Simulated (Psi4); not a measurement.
cyanoethylene (C3H3N), singlet, at a GFN2-xTB geometry; HF/6-31G** run with Psi4.

Here is a job for Psi4.
```
memory 2 GB

molecule {
0 1
  C    -0.18079014   -1.61580414    0.00036893
  C     0.56661727   -0.51823197   -0.00249564
  C     0.00984574    0.77832356    0.00014554
  H    -1.25731398   -1.56538366    0.00488629
  H     0.26122400   -2.59764951   -0.00171648
  H     1.64864793   -0.55402136   -0.00703253
  N    -0.43237074    1.83590426    0.00224997
}

set basis 6-31g**

energy('scf')
print_variables()
```

Output, abridged:

```
   => Loading Basis Set <=

    Name: 6-31G**
    Role: ORBITAL
    Keyword: BASIS

         ---------------------------------------------------------
                                   SCF
               by Justin Turney, Rob Parrish, Andy Simmonett
                          and Daniel G. A. Smith
                              RHF Reference
         ---------------------------------------------------------

  ==> Geometry <==

    Molecular point group: c1
    Full point group: C1

    Geometry (in Angstrom), charge = 0, multiplicity = 1:

       Center              X                  Y                   Z               Mass
    ------------   -----------------  -----------------  -----------------  -----------------
         C           -0.168555121814    -1.704170949901     0.000296522676    12.000000000000
         C            0.578852288186    -0.606598779901    -0.002568047324    12.000000000000
         C            0.022080758186     0.689956750099     0.000073132676    12.000000000000
         H           -1.245078961814    -1.653750469901     0.004813882676     1.007825032230
         H            0.273459018186    -2.686016319901    -0.001788887324     1.007825032230
         H            1.660882948186    -0.642388169901    -0.007104937324     1.007825032230
         N           -0.420135721814     1.747537450099     0.002177562676    14.003074004430

  Running in c1 symmetry.

  Rotational constants: A =      1.68876  B =      0.16949  C =      0.15403 [cm^-1]
  Rotational constants: A =  50627.89846  B =   5081.19111  C =   4617.73886 [MHz]
  Nuclear repulsion =   90.989644817527633

  Charge       = 0
  Multiplicity = 1
  Electrons    = 28
  Nalpha       = 14
  Nbeta        = 14

  ==> Algorithm <==

  SCF Algorithm Type is DF.
  DIIS enabled.
  MOM disabled.
  Fractional occupation disabled.
  Guess Type is SAD.
  Energy threshold   = 1.00e-06
  Density threshold  = 1.00e-06
  Integral threshold = 1.00e-12

  ==> Primary Basis <==

  Basis Set: 6-31G**
    Blend: 6-31G**
    Number of shells: 33
    Number of basis functions: 75
    Number of Cartesian functions: 75
    Spherical Harmonics?: false
    Max angular momentum: 2

   => Loading Basis Set <=

    Name: (6-31G** AUX)
    Role: JKFIT
    Keyword: DF_BASIS_SCF

  ==> Integral Setup <==

  SCF_SUBTYPE=INCORE selected. In-core MEM_DF algorithm will be used.
  Using in-core AOs.

  ==> MemDFJK: Density-Fitted J/K Matrices <==

    J tasked:                   Yes
    K tasked:                   Yes
    wK tasked:                   No
    Algorithm:                 Core
    Schwarz Cutoff:           1E-12
    Mask sparsity (%):       1.9200
    Fitting Condition:        1E-10

   => Auxiliary Basis Set <=

  Basis Set: (6-31G** AUX)
    Blend: CC-PVDZ-JKFIT
    Number of shells: 123
    Number of basis functions: 399
    Number of Cartesian functions: 399
    Spherical Harmonics?: false
    Max angular momentum: 3

  Minimum eigenvalue in the overlap matrix is 1.2732943450E-03.
  Reciprocal condition number of the overlap matrix is 1.9097533999E-04.
    Using symmetric orthogonalization.

  ==> Pre-Iterations <==

  SCF Guess: Superposition of Atomic Densities via on-the-fly atomic UHF (no occupation information).

   -------------------------
    Irrep   Nso     Nmo
   -------------------------
     A         75      75
   -------------------------
    Total      75      75
   -------------------------

  ==> Iterations <==

                           Total Energy        Delta E     RMS |[F,P]|

   @DF-RHF iter SAD:  -168.67737358265501   -1.68677e+02   0.00000e+00
   @DF-RHF iter   1:  -169.68572333644764   -1.00835e+00   5.17283e-03 DIIS/ADIIS
   @DF-RHF iter   2:  -169.73186893749099   -4.61456e-02   4.12279e-03 DIIS/ADIIS
   @DF-RHF iter   3:  -169.77029455855899   -3.84256e-02   6.15230e-04 DIIS/ADIIS
   @DF-RHF iter   4:  -169.77175971144101   -1.46515e-03   1.93261e-04 DIIS/ADIIS
   @DF-RHF iter   5:  -169.77191276242874   -1.53051e-04   3.76657e-05 DIIS
   @DF-RHF iter   6:  -169.77192014017405   -7.37775e-06   1.53551e-05 DIIS
   @DF-RHF iter   7:  -169.77192146414149   -1.32397e-06   5.73571e-06 DIIS
   @DF-RHF iter   8:  -169.77192179359946   -3.29458e-07   2.68202e-06 DIIS
   @DF-RHF iter   9:  -169.77192189964518   -1.06046e-07   1.30654e-06 DIIS
   @DF-RHF iter  10:  -169.77192193209459   -3.24494e-08   4.22006e-07 DIIS
  Energy and wave function converged.

  ==> Post-Iterations <==

    Orbital Energies [Eh]
    ---------------------

    Doubly Occupied:

[...]
    Virtual:

[...]
      75A      5.126595

    Final Occupation by Irrep:
              A
    DOCC [    14 ]
    NA   [    14 ]
    NB   [    14 ]

  @DF-RHF Final Energy:  -169.77192193209459

   => Energetics <=

    Nuclear Repulsion Energy =             90.9896448175276333
    One-Electron Energy =                -408.4543733924278968
    Two-Electron Energy =                 147.6928066428056923
    Total Energy =                       -169.7719219320945854

Computation Completed

Properties will be evaluated at   0.000000,   0.000000,   0.000000 [a0]

Properties computed using the SCF density matrix

 Multipole Moments:

 ------------------------------------------------------------------------------------
     Multipole            Electronic (a.u.)      Nuclear  (a.u.)        Total (a.u.)
 ------------------------------------------------------------------------------------

 L = 1.  Multiply by 2.5417464519 to convert [e a0] to [Debye]
 Dipole X            :         -0.1878012            0.6473833            0.4595821
 Dipole Y            :          3.0586879           -4.6756940           -1.6170061
 Dipole Z            :          0.0015198           -0.0038311           -0.0023113
 Magnitude           :                                                    1.6810502

 ------------------------------------------------------------------------------------

  Variable Map:
  ----------------------------------------------------------------------------
[...]
  Array Variable Map:
  ----------------------------------------------------------------------------
[...]
[...]
```
